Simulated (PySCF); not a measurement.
# Radial density of Rh³⁺ (rhodium, charge +3)

PBE0, [Kr] 4d6, high-spin 5D determinant. Calculation: PySCF 2.14, in def2-SVP with the def2 core potential (28 electrons); scalar relativity through the core potential. This is the valence pseudo-density: the core potential removes the inner electrons and smooths the orbitals near the nucleus.

| r (bohr) | 4πr²ρ (e/bohr) | 4πr²(ρα − ρβ) |
| --- | --- | --- |
| 0.0338 | 2.753e-05 | 0.0000 |
| 0.0569 | 7.505e-05 | 0.0000 |
| 0.0957 | 0.0002197 | 0.0000 |
| 0.161 | 0.001624 | 0.0007 |
| 0.271 | 0.04853 | 0.0156 |
| 0.455 | 1.452 | 0.2738 |
| 0.766 | 12.02 | 2.0984 |
| 1.29 | 10.45 | 3.1418 |
| 2.17 | 1.571 | 0.8532 |
| 3.65 | 0.01813 | 0.0095 |
| 6.13 | 5.023e-05 | 0.0000 |

Energies and moments cover only the electrons outside the core potential.
